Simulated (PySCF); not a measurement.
IrF6, SMILES [F][Ir]([F])([F])([F])([F])[F] (connectivity only; charge and spin as stated), neutral, multiplicity 4. Atoms are numbered in the order given.

```xyz
7

Ir     0.0000     0.0000     0.0000
F      0.0000     1.8397     0.0000
F      0.0000    -1.8397     0.0000
F      0.0000     0.0000    -1.8397
F      1.8397     0.0000     0.0000
F     -1.8397     0.0000     0.0000
F      0.0000     0.0000     1.8397
```
Charge 0, spin multiplicity 4.

Geometry optimised at PBE0-D3(BJ)/def2-SVP. The spin state was assumed, not searched. The isomer is the one that the SMILES or the coordinates give; other isomers of the formula were not compared. The def2 effective core potentials stand for the cores of Ir; spin–orbit coupling is left out.

Method: PBE0/def2-TZVP (PySCF).

Isolated molecule, no solvent.

Computed frontier levels, dipole moment and polarisability:
```yaml
"α spin, highest occupied and lowest empty level": -11.40 and -3.80 eV
"β spin, highest occupied and lowest empty level": -12.42 and -7.31 eV
dipole_moment: 0.00 D
quadrupole, principal values (traceless, Buckingham form, about the centre of nuclear charge): 0.00, 0.00, 0.00 D·Å
mean_static_polarisability: 49.8 bohr³ (7.37 Å³)
polarisability_principal_values: 49.8, 49.8, 49.8 bohr³
"⟨S²⟩": 3.759 (pure state 3.75)
```
